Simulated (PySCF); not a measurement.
This PySCF input asks for the NMR shieldings of SMILES c1[pH]cc(CC)c1C, C7H11P; the geometry comes from GFN2-xTB.

```python
import basis_set_exchange as bse
import numpy as np
from pyscf import gto, dft
from pyscf.prop import nmr

atoms = """
C    -2.133383   -0.368980    0.744369
C    -1.336479   -0.633786   -0.535415
C    -0.133487    0.255509   -0.610863
C    -0.139506    1.481282   -1.174918
P     1.490900    2.242785   -1.155461
C     2.072774    0.878996   -0.135376
C     1.145567   -0.093101   -0.011262
C     1.378044   -1.398128    0.675338
H    -1.522358   -0.544756    1.626600
H    -3.002524   -1.021173    0.790570
H    -2.471728    0.664259    0.767720
H    -1.030709   -1.681123   -0.564017
H    -1.979082   -0.442828   -1.397703
H    -0.982382    1.920336   -1.681938
H     1.242956    3.139090   -0.113428
H     3.084819    0.813655    0.227284
H     1.274857   -2.220565   -0.032731
H     0.653451   -1.550461    1.473738
H     2.378467   -1.431761    1.100027
"""
names = dict.fromkeys(["C", "P", "H"], "pcSseg-1")
basis = {el: gto.basis.parse(bse.get_basis(n, elements=[el], fmt="nwchem")) for el, n in names.items()}
mol = gto.M(atom=atoms, basis=basis, charge=0, verbose=0)
mf = dft.RKS(mol, xc="PBE0")
mf.grids.level = 2
mf.grids.alignment = dft.numint.BLKSIZE   # the property module wants whole blocks of grid points
mf.conv_tol = 1e-9
mf.kernel()

calc = nmr.RKS(mf)   # GIAO
C = mf.mo_coeff
Co = C[:, mf.mo_occ > 0]
resp = mf.gen_response(singlet=True, hermi=2)
def vind(x):   # induced exchange potential for any number of trial vectors
    d = np.einsum("pi,xij,qj->xpq", C, 2 * x.reshape(-1, C.shape[1], Co.shape[1]), Co, optimize=True)
    return np.einsum("xpq,pi,qj->xij", resp(d - d.transpose(0, 2, 1)), C, Co, optimize=True).ravel()
mo1, _ = nmr.rhf.solve_mo1(calc, with_cphf=vind)
sigma = calc.kernel(mo1)
for i, s in enumerate(sigma):   # ppm
    w = np.linalg.eigvalsh((s + s.T) / 2)
    print("%2d %-2s iso %8.1f  s11 %8.1f  s22 %8.1f  s33 %8.1f" % (i, mol.atom_pure_symbol(i), w.mean(), *w))
```

Q: What does it print?

A: 
```
 0 C  iso    167.1  s11    151.0  s22    164.7  s33    185.7
 1 C  iso    158.1  s11    145.2  s22    156.8  s33    172.3
 2 C  iso     21.8  s11    -85.3  s22     16.6  s33    134.2
 3 C  iso     51.6  s11    -45.1  s22     53.0  s33    146.8
 4 P  iso    400.5  s11    342.8  s22    403.8  s33    454.9
 5 C  iso     50.9  s11    -45.2  s22     54.2  s33    143.8
 6 C  iso     29.6  s11    -74.2  s22     26.7  s33    136.2
 7 C  iso    166.6  s11    155.0  s22    159.3  s33    185.7
 8 H  iso     30.6  s11     25.7  s22     30.8  s33     35.2
 9 H  iso     30.4  s11     26.4  s22     26.8  s33     38.1
10 H  iso     30.7  s11     26.2  s22     29.8  s33     36.0
11 H  iso     29.2  s11     25.3  s22     28.9  s33     33.4
12 H  iso     29.0  s11     24.5  s22     28.3  s33     34.4
13 H  iso     25.2  s11     22.3  s22     25.1  s33     28.0
14 H  iso     26.8  s11     22.4  s22     23.8  s33     34.2
15 H  iso     25.2  s11     22.8  s22     25.5  s33     27.2
16 H  iso     29.4  s11     25.1  s22     28.0  s33     35.0
17 H  iso     29.5  s11     24.5  s22     29.6  s33     34.5
18 H  iso     29.2  s11     24.2  s22     28.8  s33     34.7
```

These numbers come from an equivalent density-fitted implementation of the same equations, which agrees with the script to about 0.01 ppm for H and up to a few tenths of a ppm for heavy atoms, so last digits may differ.

Size and cost of the density-fitted run: 198 basis functions, 27 s wall time on 1 thread of an Intel Xeon Platinum 8488C, shared host; peak memory 0.91 GiB.
